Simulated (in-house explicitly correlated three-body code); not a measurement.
Computed with an exponentially correlated three-body code. Model: two electrons around a point charge, non-relativistic, variational in 260 exponentially correlated functions (energies converged to about 1e-7 hartree, or 1e-8 relative for large Z).

For two electrons in a singlet the Kohn-Sham orbital is the square root of half the density, so the exact Kohn-Sham potential and energy parts follow from the density alone, and exchange is minus half the Hartree energy. The Kohn-Sham level equals minus the binding energy of the second electron.

Command:
```bash
python run_hyl.py task.json out
```
Settings (lengths in bohr, energies in hartree):
```
Z                      3.86
interaction_strength   1
functions              260
states_tried           13
```

Cost of the run: 40 s on 1 thread of AMD EPYC 7R13 Processor (Zen 3), on a shared host.

**Converged states only, values per electron or pair.**

Given: nuclear charge 3.86.

```json
{"term": "1 1S", "mean r (bohr)": "0.43097", "mean r squared (bohr²)": "0.25129", "mean inverse r (1/bohr)": "3.5478", "mean r12 (bohr)": "0.64424", "mean inverse r12 (1/bohr)": "2.1036", "mean cosine": "-0.034114", "mean p1 dot p2 (bohr⁻²)": "0.40205", "delta r1 (bohr⁻³)": "15.359", "delta r12 (bohr⁻³)": "1.3418"}
{"term": "2 3S", "mean r (bohr)": "1.1082", "mean r squared (bohr²)": "2.046", "mean inverse r (1/bohr)": "2.3183", "mean r12 (bohr)": "1.8877", "mean inverse r12 (1/bohr)": "0.62565", "mean cosine": "-0.01045", "mean p1 dot p2 (bohr⁻²)": "0.026631", "delta r1 (bohr⁻³)": "9.837", "delta r12 (bohr⁻³)": "-"}
{"term": "2 1S", "mean r (bohr)": "1.1908", "mean r squared (bohr²)": "2.4155", "mean inverse r (1/bohr)": "2.2969", "mean r12 (bohr)": "2.038", "mean inverse r12 (1/bohr)": "0.67319", "mean cosine": "-0.013334", "mean p1 dot p2 (bohr⁻²)": "0.032269", "delta r1 (bohr⁻³)": "9.7445", "delta r12 (bohr⁻³)": "0.18562"}
{"term": "2 3P", "mean r (bohr)": "1.022", "mean r squared (bohr²)": "1.7523", "mean inverse r (1/bohr)": "2.2989", "mean r12 (bohr)": "1.7336", "mean inverse r12 (1/bohr)": "0.70912", "mean cosine": "-0.061345", "mean p1 dot p2 (bohr⁻²)": "-0.64054", "delta r1 (bohr⁻³)": "9.0275", "delta r12 (bohr⁻³)": "-"}
{"term": "2 1P", "mean r (bohr)": "1.0823", "mean r squared (bohr²)": "1.9907", "mean inverse r (1/bohr)": "2.2835", "mean r12 (bohr)": "1.8133", "mean inverse r12 (1/bohr)": "0.71025", "mean cosine": "0.02134", "mean p1 dot p2 (bohr⁻²)": "0.55991", "delta r1 (bohr⁻³)": "9.176", "delta r12 (bohr⁻³)": "0.034963"}
{"term": "3 3S", "mean r (bohr)": "2.3495", "mean r squared (bohr²)": "10.647", "mean inverse r (1/bohr)": "2.0975", "mean r12 (bohr)": "4.3349", "mean inverse r12 (1/bohr)": "0.29497", "mean cosine": "-0.0032348", "mean p1 dot p2 (bohr⁻²)": "0.0075073", "delta r1 (bohr⁻³)": "9.3419", "delta r12 (bohr⁻³)": "-"}
{"term": "3 1S", "mean r (bohr)": "?", "mean r squared (bohr²)": "?", "mean inverse r (1/bohr)": "?", "mean r12 (bohr)": "?", "mean inverse r12 (1/bohr)": "?", "mean cosine": "?", "mean p1 dot p2 (bohr⁻²)": "?", "delta r1 (bohr⁻³)": "?", "delta r12 (bohr⁻³)": "?"}
{"term": "3 3P", "mean r (bohr)": "2.3107", "mean r squared (bohr²)": "10.431", "mean inverse r (1/bohr)": "2.0921", "mean r12 (bohr)": "4.2616", "mean inverse r12 (1/bohr)": "0.31537", "mean cosine": "-0.015927", "mean p1 dot p2 (bohr⁻²)": "-0.15885", "delta r1 (bohr⁻³)": "9.1208", "delta r12 (bohr⁻³)": "-"}
{"term": "3 1P", "mean r (bohr)": "?", "mean r squared (bohr²)": "?", "mean inverse r (1/bohr)": "?", "mean r12 (bohr)": "?", "mean inverse r12 (1/bohr)": "?", "mean cosine": "?", "mean p1 dot p2 (bohr⁻²)": "?", "delta r1 (bohr⁻³)": "?", "delta r12 (bohr⁻³)": "?"}
{"term": "4 3S", "mean r (bohr)": "4.1153", "mean r squared (bohr²)": "34.687", "mean inverse r (1/bohr)": "2.0229", "mean r12 (bohr)": "7.8553", "mean inverse r12 (1/bohr)": "0.16974", "mean cosine": "-0.0013643", "mean p1 dot p2 (bohr⁻²)": "0.003081", "delta r1 (bohr⁻³)": "9.2302", "delta r12 (bohr⁻³)": "-"}
{"term": "4 1S", "mean r (bohr)": "4.2803", "mean r squared (bohr²)": "37.672", "mean inverse r (1/bohr)": "2.0206", "mean r12 (bohr)": "8.1838", "mean inverse r12 (1/bohr)": "0.17449", "mean cosine": "-0.0018024", "mean p1 dot p2 (bohr⁻²)": "0.0040593", "delta r1 (bohr⁻³)": "9.2239", "delta r12 (bohr⁻³)": "0.022751"}
{"term": "4 3P", "mean r (bohr)": "4.1234", "mean r squared (bohr²)": "35.135", "mean inverse r (1/bohr)": "2.0207", "mean r12 (bohr)": "7.8731", "mean inverse r12 (1/bohr)": "0.17767", "mean cosine": "-0.0064047", "mean p1 dot p2 (bohr⁻²)": "-0.062834", "delta r1 (bohr⁻³)": "9.1402", "delta r12 (bohr⁻³)": "-"}
{"term": "4 1P", "mean r (bohr)": "4.2401", "mean r squared (bohr²)": "37.232", "mean inverse r (1/bohr)": "2.019", "mean r12 (bohr)": "8.1025", "mean inverse r12 (1/bohr)": "0.17862", "mean cosine": "0.0022976", "mean p1 dot p2 (bohr⁻²)": "0.065032", "delta r1 (bohr⁻³)": "9.155", "delta r12 (bohr⁻³)": "0.0051488"}
```

(1) What belongs in the row 3 1S?

(2) What belongs in the row 3 1P?

**Electric-dipole lines between converged S and P states, rate of the upper state's decay.**

```csv
s state,p state,p minus s (eV),oscillator strength from s,rate (1/s)
1 1S,2 1P,113.84,0.54116,1.0143e+11
1 1S,3 1P,129.04,0.1252,3.0153e+10
1 1S,4 1P,134.39,0.048679,1.2716e+10
2 1S,2 1P,1.914,0.15506,8.2164e+06
2 1S,3 1P,17.116,0.3007,1.2742e+09
2 1S,4 1P,22.466,0.081177,5.9263e+08
3 1S,2 1P,-14.651,-0.079085,7.3665e+08
3 1S,3 1P,0.55076,0.26699,1.1714e+06
3 1S,4 1P,5.9009,0.31697,1.5964e+08
4 1S,2 1P,-20.323,-0.016237,2.9099e+08
4 1S,3 1P,-5.1205,-0.17349,1.9738e+08
4 1S,4 1P,?,?,?
2 3S,2 3P,3.1771,0.22279,3.2528e+07
2 3S,3 3P,19.534,0.24548,1.3549e+09
2 3S,4 3P,25.161,0.070073,6.4163e+08
3 3S,2 3P,?,?,?
3 3S,3 3P,0.84,0.37173,3.7938e+06
3 3S,4 3P,6.4665,0.25566,1.5463e+08
4 3S,2 3P,-21.644,-0.017741,3.6065e+08
4 3S,3 3P,-5.287,-0.20292,2.4612e+08
4 3S,4 3P,0.33946,0.51086,851470
```

(3) What belongs in the row 4 1S 4 1P?

(4) What belongs in the row 3 3S 2 3P?

**Exact Kohn-Sham parts of the ground state from its density.**

Computed: total energy -12.6425937 hartree; Kohn-Sham kinetic 12.601 hartree; Hartree energy 4.3781 hartree; exchange energy -2.1891 hartree; DFT correlation energy -0.04419 hartree; kinetic part of the DFT correlation energy 0.041301 hartree; potential part of the DFT correlation energy -0.085491 hartree; exact minus restricted Hartree-Fock -0.044182 hartree; Kohn-Sham level -141.3 eV; C6 of two such species 0.014203 hartree·bohr⁶.

(5) What is the dipole polarisability?

(6) What is the restricted Hartree-Fock level?

**Functionals on the exact density and self-consistent, errors are functional minus exact, hybrids only self-consistent, a dash where a self-consistent run leaves the top level unbound.**

```tsv
result	exchange error (millihartree)	correlation error (millihartree)	functional driven error (millihartree)	density driven error (millihartree)	self consistent total error (millihartree)	top level plus exact binding (eV)
RPBE	-0.05301	-1.6952	-1.7482	-1.297	-3.0452	20.526
wB97X	-	-	-	-	-20.147	13.405
LDA PW92	307.59	-104.26	203.33	-2.2439	201.09	22.122
LDA VWN5	307.59	-105.04	202.55	-2.2366	200.32	22.111
TPSS	-3.9979	-2.6241	-6.622	-0.31696	-6.9389	19.235
PBE	?	?	?	?	?	?
BLYP	11.022	-4.7217	6.3002	-1.5039	4.7962	20.333
AM05	237.17	-85.222	151.94	-1.5044	150.44	21.995
SCAN	?	?	?	?	?	?
r2SCAN	-4.4003	2.7511	-1.6492	-0.30366	-1.9528	18.584
PW91	30.476	-8.9469	21.529	-1.2531	20.276	20.489
r2SCAN0	-	-	-	-	-0.69442	13.716
HSE06	-	-	-	-	22.872	15.682
OLYP	7.4033	-4.7217	2.6816	-1.4587	1.2229	20.413
revTPSS	-3.4648	-5.1691	-8.6339	-0.2014	-8.8353	18.9
M06-L	-24.722	-4.2974	-29.019	-2.2878	-31.307	18.361
PBEsol	132.09	-14.21	117.87	-1.2509	116.62	21.585
PBE0	-	-	-	-	25.563	15.284
BP86	11.022	-3.8947	7.1272	-0.76276	6.3644	20.529
B3LYP VWN-RPA	-	-	-	-	0.1887	15.931
```

(7) What belongs in the row PBE?

(8) What belongs in the row SCAN?

Answers

(1) mean r (bohr): 2.4727; mean r squared (bohr²): 11.896; mean inverse r (1/bohr): 2.0918; mean r12 (bohr): 4.5776; mean inverse r12 (1/bohr): 0.3071; mean cosine: -0.0042115; mean p1 dot p2 (bohr⁻²): 0.0096342; delta r1 (bohr⁻³): 9.3231; delta r12 (bohr⁻³): 0.054468.

(2) mean r (bohr): 2.3985; mean r squared (bohr²): 11.294; mean inverse r (1/bohr): 2.0878; mean r12 (bohr): 4.4272; mean inverse r12 (1/bohr): 0.31721; mean cosine: 0.0056825; mean p1 dot p2 (bohr⁻²): 0.15737; delta r1 (bohr⁻³): 9.158; delta r12 (bohr⁻³): 0.011739.

(3) p minus s (eV): 0.22971; oscillator strength from s: 0.37037; rate (1/s): 282670.

(4) p minus s (eV): -15.517; oscillator strength from s: -0.091384; rate (1/s): 9.5479e+08.

(5) 0.061248 bohr³.

(6) -141.62 eV.

(7) exchange error (millihartree): 37.095; correlation error (millihartree): -1.6952; functional driven error (millihartree): 35.4; density driven error (millihartree): -1.2157; self consistent total error (millihartree): 34.184; top level plus exact binding (eV): 20.74.

(8) exchange error (millihartree): -4.4003; correlation error (millihartree): 2.7511; functional driven error (millihartree): -1.6492; density driven error (millihartree): -0.30366; self consistent total error (millihartree): -1.9528; top level plus exact binding (eV): 18.584.

The density-driven part is never positive, since each functional's own density lowers its energy. Here it is small beside the functional-driven part (median ratio 0.058), the normal case.
